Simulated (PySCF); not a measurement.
Correlation energy of O (oxygen, neutral)

[He] 2s2 2p4, high-spin 3P determinant. Computed with PySCF 2.14 in aug-cc-pwCVQZ, with no relativity, point nucleus. Frozen: nothing; 8 electrons correlated.

MP2 pair energies summed by pair of shells (mhartree):

```json
{"pair": "2s-2p", "energy": "-75.21", "share (%)": "34.4"}
{"pair": "2p-2p", "energy": "-74.19", "share (%)": "33.9"}
{"pair": "1s-1s", "energy": "-38.01", "share (%)": "17.4"}
{"pair": "1s-2p", "energy": "-13.42", "share (%)": "6.1"}
{"pair": "2s-2s", "energy": "-12.05", "share (%)": "5.5"}
{"pair": "1s-2s", "energy": "-5.70", "share (%)": "2.6"}
```

Total MP2 correlation energy: -218.57 mhartree.

Same-spin part -45.43 and opposite-spin part -173.14 mhartree; SCS-MP2 scales them by 1/3 and 6/5 to -222.91 mhartree.
